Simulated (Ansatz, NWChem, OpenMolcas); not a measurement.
## How methods differ on SiBrCl3 (bromotrichlorosilane)

SiBrCl3 has 5 atoms, charge 0, and is taken as a singlet. SMILES: `Cl[Si](Cl)(Cl)Br`. The coordinates come from a PBE0-D4/def2-TZVP relaxation.

Quantity: the vertical ionisation energy (to the doublet cation), in eV. The values are calculated.

```json
{"level": "HF/cc-pVDZ", "kind": "Hartree–Fock", "program": "OpenMolcas", "value (eV)": "10.83", "CPU time (all runs)": "87 s"}
{"level": "SVWN5/cc-pVDZ", "kind": "LDA", "program": "Ansatz", "value (eV)": "10.66", "CPU time (all runs)": "52 s"}
{"level": "PBE/cc-pVDZ", "kind": "GGA", "program": "OpenMolcas", "value (eV)": "10.51", "CPU time (all runs)": "2.9 min"}
{"level": "M06-L/cc-pVDZ", "kind": "meta-GGA", "program": "OpenMolcas", "value (eV)": "10.86", "CPU time (all runs)": "5.3 min"}
{"level": "r2SCAN/cc-pVDZ", "kind": "meta-GGA", "program": "OpenMolcas", "value (eV)": "10.90", "CPU time (all runs)": "3.8 min"}
{"level": "B3LYP/cc-pVDZ", "kind": "global hybrid", "program": "Ansatz", "value (eV)": "10.96", "CPU time (all runs)": "3.1 min"}
{"level": "wB97X/cc-pVDZ", "kind": "range-separated hybrid", "program": "NWChem", "value (eV)": "12.10", "CPU time (all runs)": "9.7 min"}
{"level": "RPA@PBE0/cc-pVDZ", "kind": "RPA", "program": "Ansatz", "value (eV)": "10.98", "CPU time (all runs)": "4.8 min"}
```

All-electron rows without a relativistic Hamiltonian named are non-relativistic. Spin-orbit coupling, which can split open shells on such heavy atoms by tenths of an eV, is left out. The values span 10.51 to 12.10 eV. Times are those of the runs behind each value, whatever else they computed, on shared processors of several kinds: orders of magnitude only.
